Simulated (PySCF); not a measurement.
Method: B3LYP in PySCF with Os def2-SVPD with ECP60, O def2-SVPD; scalar-relativistic core potentials, no spin–orbit coupling; density-fitted integrals. Open shells, if any, are unrestricted.

Question: What spin state, shape and geometry does isolated OsO₂⁻ take (every ligand bound to Os)?

Answer: Formally Os is in oxidation state +3, d5, with 1 unpaired electron (the high-spin count would be 5). The Mulliken spin on Os is 1.02. The polar-tensor charge on Os, 0.57, is far below the formal one. The lowest minimum found is a doublet of C2v symmetry with Os–O 1.739 Å (×2); O–Os–O 151.6°. Its harmonic wavenumbers are 156 (a1), 898 (b2), 958 (a1) cm⁻¹ and its dipole moment is 0.72 D about the centre of mass.

Other isomers or separated fragments may lie lower. Other spin states or occupations of the open shell can lie lower. The lowest empty level of this anion is unbound, so it and the gap depend on the basis. With an element this heavy the missing spin–orbit coupling can shift these numbers.
